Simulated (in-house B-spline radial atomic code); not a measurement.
Results of a calculation; reference values are marked as such.
**Extrapolating the RPA correlation energy in partial waves: Eu III (Eu2+)**

All-electron RPA on Hartree-Fock orbitals from an all-electron radial atomic-structure program (B-spline basis), scalar-relativistic (spin-free one-electron X2C), finite nucleus, configuration [Xe] 4f7, highest spin. Without the two-electron picture change, the correlation of inner shells comes somewhat too large for so heavy an element. With empty states up to angular momentum L the sums are:

| L | E_c(L) (hartree) |
| --- | --- |
| 5 | -4.299539 |
| 6 | -4.515606 |
| 7 | -4.630798 |
| 8 | -4.695468 |

For large l each further wave adds A/(l + 1/2)⁴, because the basis must build the cusp where two electrons meet.

(1) Estimate the limit from L = 7 and L = 8.

(2) How good is the estimate?

## Answers

(1) Wave 8 adds -0.064670, against a sum of (l + 1/2)⁻⁴ of 1.91569e-04, so A = -337.58. The sum over l > 8 is ζ(4, 9.5) = 4.5445e-04, close to 1/(3 × 9³) = 4.5725e-04. The tail is -0.153416 and the limit -4.84888 hartree.

(2) A run to L = 11 sums to -4.77270 and extrapolates to -4.82452 hartree, 4.65 millihartree from the run before, so it has not settled and is itself too deep. The estimate differs from that by -24.37 millihartree, while the bare sum at L = 8 misses 129.0 millihartree (2.7 %).
